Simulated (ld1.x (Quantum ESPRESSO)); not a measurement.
**Configuration tests for cadmium (Cd) (ultrasoft)**

- Element: cadmium
- Generator: ld1.x (Quantum ESPRESSO) 7.5
- Type: ultrasoft
- Functional: PBE
- Relativity: non-relativistic
- Frozen core: [Ar] 3d10
- Valence charge: 20
- Reference configuration: 4s2 4p6 4d10 5s2 5p0
- Partial waves: 4s (bound): rcut 1.20, rcutus 1.25 bohr; 5s (bound): rcut 1.20, rcutus 1.25 bohr; 4p (bound): rcut 1.90, rcutus 2.05 bohr; 5p (bound, empty): rcut 1.90, rcutus 2.05 bohr; 4d (bound): rcut 1.25, rcutus 1.70 bohr; 4d channel at 1.35 Ry: rcut 1.25, rcutus 1.70 bohr; 4f channel at 0.4 Ry: rcut 1.65, rcutus 1.85 bohr
- Local potential: all-electron potential smoothed inside 1.15 bohr (lloc = -2)
- Core correction: none
- Augmentation charge: PSQ, inside the norm-conserving radii

Energies are relative to the spin-unpolarised reference configuration 4s2 4p6 4d10 5s2 5p0; without spin polarisation the order of configurations can differ from experiment. The frozen-core shift is the all-electron ΔE with the core orbitals held at their reference shape minus the fully relaxed ΔE.

Give the all-electron excitation energy and the error of the potential for: 4s2 4p6 4d10 5s1 5p0; 4s2 4p6 4d10 5s0 5p0; 4s2 4p6 4d9 5s0 5p0; 4s2 4p6 4d10 5s1 5p1; 4s2 4p5 4d10 5s2 5p0; 4s2 4p6 4d10 5s0 5p2; 4s2 4p6 4d10 5s0 5p1.

| valence configuration | charge | ΔE all-electron (eV) | error AE − PS (meV) | frozen-core shift (meV) |
| --- | --- | --- | --- | --- |
| 4s2 4p6 4d10 5s1 5p0 | +1 | 8.731 | -0.1 | +0.1 |
| 4s2 4p6 4d10 5s0 5p0 | +2 | 24.998 | -0.8 | +0.1 |
| 4s2 4p6 4d9 5s0 5p0 | +3 | 63.496 | +20 | +0.5 |
| 4s2 4p6 4d10 5s1 5p1 | 0 | 4.142 | -0.7 | 0.0 |
| 4s2 4p5 4d10 5s2 5p0 | +1 | 72.431 | -97 | +1.9 |
| 4s2 4p6 4d10 5s0 5p2 | 0 | 8.551 | -3.3 | +0.1 |
| 4s2 4p6 4d10 5s0 5p1 | +1 | 13.847 | -2.2 | +0.1 |
